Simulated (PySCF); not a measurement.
# Calculated NMR data

Computational details: geometry: GFN2-xTB, shielding tensors at PBE0/pcSseg-1 (GIAO), in PySCF 2.14 (no solvent model, relativity neglected, equivalent nuclei averaged, a single conformation).

δ = σ(ref) − σ, references computed at the same level: TMS for 1H and 13C. Where no couplings were computed, multiplicities follow the n + 1 count of equivalent neighbours, and m marks all less simple cases (inequivalent or close neighbours, rings, F or P nearby). Shifts are as computed. Against solution values, carbons near 30 ppm lie about +3 ppm off and those near 130 ppm about +5 ppm (rms about the fit 2.1 ppm; single classes can miss by 10 ppm). Of 1328 compounds with measured shifts, 309 miss one by over three times the rms of a fit or turn the order of signals round; such compounds aren't used in these exercises. Signals without a measured value on file couldn't be tested in this way; 1H shifts scatter by 0.2 ppm about their fit, and single ones miss by 0.5 ppm.

**1.** `C(=C)(OC)C(C)=O`, C5H8O2. 1H NMR (600 MHz, computed): δ 5.72 (br s, 1H), 4.32 (br s, 1H), 3.77 (s, 3H), 2.30 (s, 3H). 13C{1H} NMR (computed): δ 199.1, 166.5, 95.4, 56.4, 29.1.

**2.** 1,2-dimethylimidazole, C5H8N2. 1H NMR (600 MHz, computed): δ 6.98 (m, 1H), 6.66 (m, 1H), 3.61 (s, 3H), 2.41 (s, 3H). 13C{1H} NMR (computed): δ 146.3, 132.7, 124.4, 33.6, 15.4.

**3.** `C[C@@]12[C@H]3[C@@H]1C=C[C@]32C`, C8H10. 1H NMR (600 MHz, computed): δ 6.20 (m, 1H), 5.96 (d, 1H), 3.69 (m, 1H), 1.82 (s, 3H), 1.48 (m, 1H), 1.22 (s, 3H). 13C{1H} NMR (computed): δ 143.3 (CH), 142.4 (CH), 67.9 (C), 63.1 (CH), 49.7 (C), 41.7 (CH), 12.9 (CH3), 11.0 (CH3).
